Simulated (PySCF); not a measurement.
# Reading the logs of faulty runs: FH5NSi2 cation

These are calculations, not measurements. The program is PySCF 2.14.0, an open-source quantum chemistry code, run on an isolated molecule that a program drew, which may never have been made. The molecule is FH5NSi2 cation (charge +1, singlet), drawn as the SMILES string `N[SiH](F)[SiH2+]`.

Each row is a Hartree-Fock (HF) and frozen-core CCSD(T) single point in the cc-pV(D+d)Z basis, meant for a local HF minimum. Run 1 is clean. Each other run has one planted mistake out of seven kinds, and not every kind appears here: one electron removed, one electron added, multiplicity raised by two, geometry at a saddle point, minimal basis STO-3G, one bond length entered in bohr, all coordinates scaled. The reference is restricted for singlets and unrestricted otherwise, and also for a bond in bohr. Adding or removing an electron swaps singlet and doublet. Electrons count all cores. HOMO and LUMO are orbital energies over both spins, the gradient is its largest component, and the lowest frequency (negative if imaginary) is given only where the gradient is small. Bond lengths are over the 8 bonds as drawn. T1 is the CCSD diagnostic: over 0.02 (restricted) or 0.045 (unrestricted) a single reference is doubtful.

Geometry of the clean run:
```xyz
9
FH5NSi2 cation, angstrom
N     0.0319    1.1159    0.0642
Si    1.6950    1.2321    0.1513
F     2.4259    2.0054   -1.0393
Si    2.5245   -0.9930   -0.3368
H    -0.4751    0.9748   -0.7917
H    -0.5482    1.5492    0.7624
H     2.1838    1.6312    1.4646
H     2.1885   -1.7054   -1.5785
H     3.3506   -1.8147    0.5597
```

```
run,electrons,basis functions,<S^2>,HOMO (eV),LUMO (eV),gradient (hartree/bohr),lowest frequency (cm^-1),mean bond (Å),longest bond (Å),T1,HF (hartree),CCSD(T) (hartree),mistake
1,48,99,0.000,-16.15,-5.71,3.4e-05,80,1.5123,2.424,0.0153,-734.47403,-735.05885,no fault
2,48,99,0.733,-15.62,-5.98,2.1e-02,-,1.6242,2.424,0.0672,-734.32341,-734.90881,one bond length entered in bohr
3,48,99,0.000,-15.88,-5.72,3.8e-02,-,1.5895,2.548,0.0167,-734.45253,-735.04650,?
4,48,99,2.027,-13.78,-7.96,5.4e-02,-,1.5123,2.424,0.0231,-734.37618,-734.96334,?
```

**Which mistake was planted in run 3, and what did it cost?**

The mean and the longest bond both change by the same factor, 1.051, and the gradient is no longer small. So the mistake is: all coordinates scaled. Subtracting run 1 and multiplying by 627.51 kcal/mol a hartree, the energy moved by 13.5 kcal/mol in HF and 7.7 kcal/mol in CCSD(T).

**Which mistake was planted in run 4, and what did it cost?**

Electrons, basis and geometry are unchanged, and <S^2> is 2.027, beside S(S+1) = 2.00 for a multiplicity of 3. So the mistake is: multiplicity raised by two. Subtracting run 1 and multiplying by 627.51 kcal/mol a hartree, the energy moved by 61.4 kcal/mol in HF and 59.9 kcal/mol in CCSD(T).

Cautions from the logs. Run 2: T1 is over the limit, so its CCSD(T) energy is less reliable.
